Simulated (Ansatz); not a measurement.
A made-up structure of BClOF (charge -1), singlet:

```
4
angstrom
O -0.9209 1.0105 -0.2120
B -0.1418 -0.1197 -0.1168
F -0.3286 -1.2749 -0.5755
Cl 1.3913 0.3840 0.9043
```

It is relaxed with PBE-D4/def2-SVPD and then PBE0-D4/def2-TZVPD (Ansatz 0.2.0). Atoms count as bonded within 1.22 times the sum of their covalent radii (H–H: 0.88 Å). The end point is not checked to be a true minimum.

Question: Does its bonding change? (A judgement: the text doesn't fix the answer.)

Answer: By the calculation: No: no bond forms or breaks.

Where it ends: The first stage lowers the energy by 0.91 eV in 7 steps. It ends as BClOF ([O][B]([F])[Cl]), total charge -1:
```tsv
atom	x (Å)	y (Å)	z (Å)
O1	-1.0168	0.9770	-0.2765
B2	-0.1923	0.0458	-0.0948
F3	-0.2257	-1.2643	-0.5140
Cl4	1.4348	0.2415	0.8852
```

Labels in which every atom is bracketed show which atoms are joined, not bond orders.

For scale, one of the runs: PBE0-D4/def2-TZVPD relaxation, 163 basis functions, launched by `ansatz run in.yaml --threads 2 --pin off --events-out ev --progress --plain --max-ram 4352MiB`. Hardware: 2 CPU threads of an AMD EPYC 9R45, shared host. Wall time about 6.5 s.
